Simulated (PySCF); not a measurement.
Geometries of 2 isomers of C6H7B, from PBE0-D3(BJ)/def2-SVP geometry optimisation, gas phase in PySCF 2.14.0. One conformer each, no zero-point energy, no frequencies.

Question: Which is lower in electronic energy at this level?
A.
```xyz
14
angstrom
B     -0.103    1.726    0.072
C     -1.406    0.928    0.074
C     -1.581   -0.433   -0.016
C     -0.602   -1.456   -0.135
C      0.769   -1.370   -0.192
C      1.619   -0.232   -0.149
C      1.284    1.096   -0.037
H     -0.175    2.935    0.162
H     -2.344    1.491    0.158
H     -2.611   -0.810    0.004
H     -1.007   -2.472   -0.190
H      1.291   -2.328   -0.286
H      2.687   -0.478   -0.216
H      2.149    1.772   -0.028
```
B.
```xyz
14
angstrom
B      1.248    2.066   -0.002
H      1.699    2.510    1.029
H      1.425    2.671   -1.035
C      0.455    0.746    0.001
C      0.230    0.033    1.197
C     -0.490   -1.156    1.204
C     -1.003   -1.660    0.007
C     -0.797   -0.977   -1.193
C     -0.077    0.212   -1.192
H      0.634    0.430    2.132
H     -0.655   -1.696    2.140
H     -1.570   -2.595    0.010
H     -1.202   -1.377   -2.125
H      0.086    0.750   -2.130
```

Answer: B. That is `[H]B([H])c1ccccc1` (BH2Ph), 10.9 kcal/mol below the other.

| SMILES | atoms numbered as above | E (Eh) | relative (kcal/mol) | relative (kJ/mol) | dipole (D) |
| --- | --- | --- | --- | --- | --- |
| [H]B([H])c1ccccc1 | – | -257.19071 | 0.0 | 0.0 | 1.76 |
| B1C=CC=CC=C1 | [BH:1]1[CH:2]=[CH:3][CH:4]=[CH:5][CH:6]=[CH:7]1 | -257.17332 | 10.9 | 45.7 | 2.25 |
